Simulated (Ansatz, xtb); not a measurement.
Dimer: CH4 (SMILES C) (first 5 atoms) with CH5N (SMILES CN); geometry from B3LYP-D3(BJ)/def2-TZVP.
(charge 0, multiplicity 1):
```xyz
12

C      0.0653     0.0200     0.0701
H      0.9332    -0.6372     0.0123
H     -0.4657    -0.1539     1.0059
H      0.3982     1.0570     0.0235
H     -0.5943    -0.1827    -0.7734
C      0.4778     0.0692     3.8052
N     -0.9056    -0.3381     3.5626
H      0.6476     1.0482     3.3546
H      1.1504    -0.6329     3.3104
H      0.7666     0.1278     4.8632
H     -1.5536     0.3071     3.9977
H     -1.0872    -1.2528     3.9575
```

Counterpoise-corrected where a basis set is named; no monomer relaxation.

Programs: Ansatz (Gaussian basis) for Hartree–Fock, density functionals and correlated methods; xtb for the GFN methods. Each number belongs to the level named beside it.

Q: One of these levels gives 0.50 kcal/mol for the interaction energy. Which one is it?
A) GFN2-xTB
B) HF/aug-cc-pVDZ
C) B3LYP/def2-TZVPPD

A: B, HF/aug-cc-pVDZ. The others give -1.25 (GFN2-xTB), 0.05 (B3LYP/def2-TZVPPD)

Ansatz is an electronic-structure program.
